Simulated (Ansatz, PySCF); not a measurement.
Reaction (SMILES): CC[Si](N)(N)N + 5 [H][H] (H2) → 2 C (CH4) + 3 N (NH3) + [SiH4] (SiH4)
Structures are relaxed separately at B3LYP-D3(BJ)/def2-TZVP in Ansatz (a first-principles code), one conformer each, not searched for the lowest. Frequencies are from Ansatz or PySCF.
Geometry of the first species:
SMILES: C([Si](N)(N)N)C
```xyz
17

C      2.2926    -0.7957     0.1577
C      0.9914    -0.9487    -0.6396
Si    -0.4140     0.1418    -0.0365
N      0.1434     1.7656    -0.2183
N     -1.8172    -0.4199    -0.8694
N     -0.8624     0.0659     1.6205
H      3.0789    -1.4556    -0.2162
H      2.1348    -1.0365     1.2114
H      2.6667     0.2286     0.1145
H      1.1777    -0.7357    -1.6993
H      0.6500    -1.9878    -0.6024
H     -0.4166     2.5368     0.1105
H      0.6901     2.0328    -1.0215
H     -1.7436    -0.7763    -1.8090
H     -2.7125     0.0188    -0.7188
H     -1.3921    -0.7139     1.9733
H     -0.2881     0.4888     2.3308
```
Charge 0, spin multiplicity 1.

Property: energy of full hydrogenation (enthalpy at 298 K, with B3LYP-D3(BJ) rigid-rotor harmonic-oscillator terms), in kcal/mol. Correlated levels leave the core frozen unless marked. Spin-orbit coupling is left out. No relativistic terms. Basis-set limits of correlation are two-point, X^-3; Hartree-Fock from the larger set.

Level to compare with: CCSD(T)/CBS(cc-pV(T+d)Z,cc-pV(Q+d)Z) (Ansatz), 20.1 kcal/mol. It is a level with limits of its own, and the differences hold the functionals' basis error too.

Rank these functionals by how close they come to CCSD(T)/CBS(cc-pV(T+d)Z,cc-pV(Q+d)Z), closest first: LC-wPBE/def2-TZVPD (Ansatz); r2SCAN/def2-TZVPD (Ansatz); PBE0/def2-TZVPD (Ansatz); BLYP/def2-TZVPD (Ansatz).

r2SCAN/def2-TZVPD (meta-GGA, 18.3 kcal/mol, difference -1.8), LC-wPBE/def2-TZVPD (range-separated hybrid, 12.0 kcal/mol, difference -8.1), PBE0/def2-TZVPD (global hybrid, 9.3 kcal/mol, difference -10.8), BLYP/def2-TZVPD (GGA, 4.8 kcal/mol, difference -15.3)
